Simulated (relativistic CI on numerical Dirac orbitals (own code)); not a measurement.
How well does a small relativistic CI reproduce Au?

Calculated at this level of theory: Dirac-Coulomb-Breit CI, orbitals from a KLI potential per configuration, model QED (radiative potential, 1s self-energy scaled to tabulated hydrogen-like ionisation energies), valence Slater integrals scaled by 0.85, P86 correlation estimate, and configurations built on the next ion tied to the tabulated ionisation energy (semi-empirical) (own radial code, finite nucleus).

Configuration list (outside the closed core [Xe] 4f14): 5d10.6s, 5d9.6s2, 5d10.6p, 5d9.6s.6p, 5d10.7s, 5d10.7p, 5d10.6d, 5d10.5f, 5d10.6f, 5d10.8s, 5d10.8p, 5d10.7d, 5d8.6s.6p2, 5d10.5g, 5d10.8d, 5d10.6g, 5d8.6s2.6p, 5d9.6s.8s, 5d9.6s.8p, 5d9.6s.5f, 5d9.6s.7d, 5d9.6s.7s, 5d9.6s.5g, 5d9.6s.6f. Levels of other configurations are missing.

```tsv
Configuration	Term (tabulated)	J	Measured (cm⁻¹)	Computed	Error	Purity (%)
5d10.6s	2S	1/2	0.0	0	0	99
5d9.6s2	2D	5/2	9161.2	11883	2722	98
5d9.6s2	2D	3/2	21435.2	23502	2067	98
5d10.6p	2P°	1/2	37359.0	39293	1934	91
5d10.6p	2P°	3/2	41174.6	41776	602	85
5d9.6s.6p	(5/2,2)°	9/2	48697.1	44224	-4473	99
5d10.7s	2S	1/2	54485.2	54258	-227	100
5d10.7p	2P° †	1/2	60032.8	60895	863	83
5d10.7p	2P° †	3/2	60728.5	63723	2995	55
```

Measured levels from NIST Handbook of Basic Atomic Spectroscopic Data (Sansonetti and Martin, J. Phys. Chem. Ref. Data 34, 1559 (2005)); pairs were made by configuration, J and term (by order where the table uses no LS term), so strongly mixed levels may be paired wrongly.

Mean error by configuration (cm⁻¹): 5d9.6s2 2394; 5d10.6p 1268; 5d9.6s.6p -4473; 5d10.7s -227. Over the excited levels the mean absolute error is 2004 cm⁻¹ (8 of the 19 excited levels that our extract of the source holds in range could be paired, and the others can miss by more), and the median relative error of those above 1,000 cm⁻¹ is 7.2 %. † marks terms whose computed intervals miss the measured ones by more than a factor of 2.5, or configurations far off the rest, from wrong mixing, a near crossing or a doubtful label or measurement; they are left out of the means.

Transition probabilities of persistent lines. The last column rescales the computed rate by the cube of measured over computed energy:

```csv
λ measured (Å),Lower,Upper,A tabulated (s⁻¹),A computed,A rescaled
2427.95 air,5d10.6s 2S_1/2,5d10.6p 2P°_3/2,1.98e+08,2.58e+08,2.47e+08
2675.95 air,5d10.6s 2S_1/2,5d10.6p 2P°_1/2,1.63e+08,2.39e+08,2.05e+08
3122.78 air,5d9.6s2 2D_5/2,5d10.6p 2P°_3/2,1.90e+07,2.34e+07,2.87e+07
6278.17 air,5d9.6s2 2D_3/2,5d10.6p 2P°_1/2,3.40e+06,1.61e+06,1.65e+06
```
